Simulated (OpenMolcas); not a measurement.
Al: effect of the basis set

| Property | Result |
| --- | --- |
| Program | OpenMolcas |
| Method | CASSCF |
| Active space | 3 electrons in 8 orbitals (3s 3p 4s 4p) |
| State averaging | 2S+1 = 4 odd, 1 root (0 in the spin-orbit step); 2S+1 = 2 odd, 3 roots; 2S+1 = 4 even, 3 roots; 2S+1 = 2 even, 5 roots |
| Spin-orbit coupling | state interaction with AMFI integrals over the reference wave functions, term energies averaged over their components |

A. ANO-RCC-VTZP [5s4p2d1f], DKH2, point nucleus; cost of the order of 11 core-seconds
B. ANO-RCC-VQZP [6s5p3d2f1g], DKH2, point nucleus; cost about 10 core-seconds
C. ANO-RCC [9s9p5d3f2g], DKH2, point nucleus; cost of the order of 40 core-seconds

Energies in cm-1 above 3s2 3p 2P* 1/2, the measured ground level; measured values from NIST Handbook of Basic Atomic Spectroscopic Data.

| Level | A | B | C | Measured |
| --- | --- | --- | --- | --- |
| 3s2 3p 2P* 1/2 | 0.0 | 0.0 | 0.0 | 0.0 |
| 3s2 3p 2P* 3/2 | 84.2 | 82.2 | 82.3 | 112 |
| 3s 3p2 4P 1/2 | 24973 | 25038 | 25093 | 29020 |
| 3s 3p2 4P 3/2 | 25011 | 25076 | 25130 | 29067 |
| 3s 3p2 4P 5/2 | 25073 | 25138 | 25193 | 29143 |

Deviations, from unrounded energies. A percentage is the sum of absolute deviations over the sum of measured energies, with the sign that they share, or ± where signs differ.

```
                  Against measurement  Levels      A      B      C
       mean absolute deviation (cm-1)       4   3100   3000   3000
fine structure of the ground term (%)       1  -24.9  -26.6  -26.6
             other configurations (%)       3  -14.0  -13.7  -13.5
```

A, B, C lie about equally close to measurement. The largest miss of C in the table is 3s 3p2 4P 5/2, by -4000 cm-1. The ranking rests on the paired levels alone, and a cruder setting can come out closer through cancelling errors.

Among A to C the level of the table that moves most is 3s 3p2 4P 5/2, by 120 cm-1 (lowest in A, highest in C).

Without dynamic correlation excited terms often stand tens of per cent too high (terms of higher spin than the ground term too low), and those without a measured partner can miss by more than the paired ones. Active for correlation alone: 4p 4s; no level in the range computed is led by a configuration that fills them, so any true level of that kind is missing. Terms of s pⁿ other than that of highest spin mix with s² pⁿ⁻² d, which this space lacks; all of them can be thousands of cm-1 off, and some have no real level of that name. Measured partners are found by configuration, term and J. A level has none where our copy of the source lacks it or the pairing is in doubt (some pairs that miss far off the trend of their configuration count as doubtful), and it then counts in no deviation. Only configurations of the active space appear. The table leaves out levels that lie high or whose names do not pair safely across all columns.

* marks odd parity.
